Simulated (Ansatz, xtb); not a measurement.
## C3H6N2SSi: which of two isomers lies lower

We compare X, `[SiH3]Sc1ncc[nH]1`, a singlet, with Y, `[SiH3]Sc1cnc[nH]1`, a singlet. Both are isolated molecules in the gas phase, relaxed with PBE-D3(BJ)/def2-SVP; the shapes shown needn't be the lowest conformers.

X (Å):

```xyz
13

C    -0.1590    1.6784   -0.3258
C     0.8946    1.1146    1.4701
C     1.3467    2.3825    1.1479
N    -0.0391    0.6885    0.5487
N     0.6609    2.7303   -0.0072
S    -1.2345    1.6517   -1.7232
Si   -2.0066   -0.3481   -1.2926
H    -2.9692   -0.5172   -2.4383
H    -2.7586   -0.3954    0.0008
H    -0.9400   -1.3948   -1.3797
H     1.1937    0.4872    2.3183
H     2.0723    3.0537    1.6178
H     0.7476    3.6045   -0.5258
```

Y (Å):

```xyz
13

C    -0.8992   -0.9838    0.1173
C    -0.4605   -0.6551    1.3986
C     1.0886   -1.8784    0.5445
N     0.7686   -1.2129    1.6460
N     0.1153   -1.7713   -0.4116
S    -2.3882   -0.6337   -0.7690
Si   -1.7815    1.2811   -1.6027
H    -2.9202    1.7298   -2.4755
H    -1.5344    2.2848   -0.5129
H    -0.5325    1.1228   -2.4258
H    -0.9896   -0.0415    2.1384
H     2.0091   -2.4557    0.3842
H     0.1008   -2.1877   -1.3441
```

**Question.** Estimate which is lower in electronic energy at CCSD(T)/def2-SVP + ΔMP2/def2-TZVPP, and by roughly how much.

**Answer.** Too close to call at this level: CCSD(T)/def2-SVP + ΔMP2/def2-TZVPP gives E(Y) − E(X) = +7.98 kJ/mol.

How the difference moves with the method:

```tsv
level	geometry	E(Y) − E(X) (kJ/mol)	departure from the last row (kJ/mol)	job, with rough time for the two
PBE-D3(BJ)/def2-SVP	PBE-D3(BJ)/def2-SVP	+13.37	+5.39	optimisation, 51 s
HF/def2-SVP	PBE-D3(BJ)/def2-SVP	+9.33	+1.34	part of the CCSD(T) run
MP2/def2-SVP	PBE-D3(BJ)/def2-SVP	+10.95	+2.97	part of the CCSD(T) run
CCSD(T)/def2-SVP	PBE-D3(BJ)/def2-SVP	+10.61	+2.62	single point
CCSD(T)/def2-SVP + ΔMP2/def2-TZVPP	PBE-D3(BJ)/def2-SVP	+7.98		single point, 56 s
```

As drawn, both hold the same kinds of bond in the same numbers.

The largest departure from CCSD(T)/def2-SVP + ΔMP2/def2-TZVPP is that of PBE-D3(BJ)/def2-SVP, 5.39 kJ/mol. Levels run at GFN2-xTB geometries aren't shown. The last row adds to CCSD(T) the change of the MP2 difference between the two basis sets, here −2.62 kJ/mol.

With thermal terms from frequencies at re-optimised GFN2-xTB minima (ideal gas, soft modes damped towards free rotors, one conformer each, 298.15 K, 1 atm): the zero-point term adds −2.36 kJ/mol; ΔH is +6.83 and ΔG +3.73 kJ/mol.

The correlated steps freeze 15 core orbitals. Run with Ansatz 0.2.0, xtb 6.7.1; the last row on 4 threads of Arm Neoverse V2 on a shared host.
